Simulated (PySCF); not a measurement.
CH₉FN₂Si₂, SMILES N[SiH2]N[SiH2]CF. Atoms are numbered in the order given.

```xyz
15

N      3.0212     0.1640    -0.4083
Si     1.7144    -0.9604    -0.2882
N      0.5358    -0.3712     0.8504
Si    -1.1956    -0.2509     0.6642
C     -1.6463     1.2283    -0.4473
F     -3.0304     1.3116    -0.5802
H      3.9579    -0.1634    -0.6214
H      2.8787     1.1165    -0.7297
H      0.9059    -1.1940    -1.5266
H      2.3713    -2.2436     0.0993
H      0.9082    -0.0633     1.7467
H     -1.8001    -0.0371     2.0091
H     -1.7711    -1.4758     0.0417
H     -1.1945     1.1196    -1.4513
H     -1.2666     2.1756    -0.0207
```

Coordinates come from a B3LYP-D3(BJ)/def2-SVP optimisation. This is a generated structure with no PubChem entry under its InChIKey; it may be hypothetical. Other conformers were not sampled.

Two levels are set side by side: PBE/pcSseg-1 (PySCF) and B3LYP/pcSseg-1 (PySCF). GIAO shifts against CFCl3 (¹⁹F), NH3 (¹⁵N), TMS (²⁹Si), TMS (¹H), TMS (¹³C) at the same level; non-relativistic, no solvent, atoms listed together averaged. Differences are taken from unrounded values.

```json
[
 {"quantity": "δ(¹⁵N) of N1 (ppm)", "B3LYP": "26.7"},
 {"quantity": "δ(²⁹Si) of Si2 (ppm)", "B3LYP": "-40.9"},
 {"quantity": "δ(¹⁵N) of N3 (ppm)", "B3LYP": "27.3"},
 {"quantity": "δ(²⁹Si) of Si4 (ppm)", "B3LYP": "-39.2"},
 {"quantity": "δ(¹³C) of C5 (ppm)", "B3LYP": "80.5"},
 {"quantity": "δ(¹⁹F) of F6 (ppm)", "B3LYP": "-308.0"},
 {"quantity": "δ(¹H) of H11 (ppm)", "B3LYP": "0.53"}
]
```

Problem. What does PBE give, and how far is it from B3LYP? (The exact figures need the calculation; the answer reports its results.)

Solution. 
```csv
quantity,PBE,PBE minus B3LYP
δ(¹⁵N) of N1 (ppm),29.9,3.2
δ(²⁹Si) of Si2 (ppm),-37.7,3.2
δ(¹⁵N) of N3 (ppm),30.2,2.9
δ(²⁹Si) of Si4 (ppm),-38.2,1.0
δ(¹³C) of C5 (ppm),81.5,1.0
δ(¹⁹F) of F6 (ppm),-327.0,-19.1
δ(¹H) of H11 (ppm),0.56,0.02
```

Rough cost on one machine, each run with all the roots and properties that it gave: B3LYP against PBE within a factor of 2.
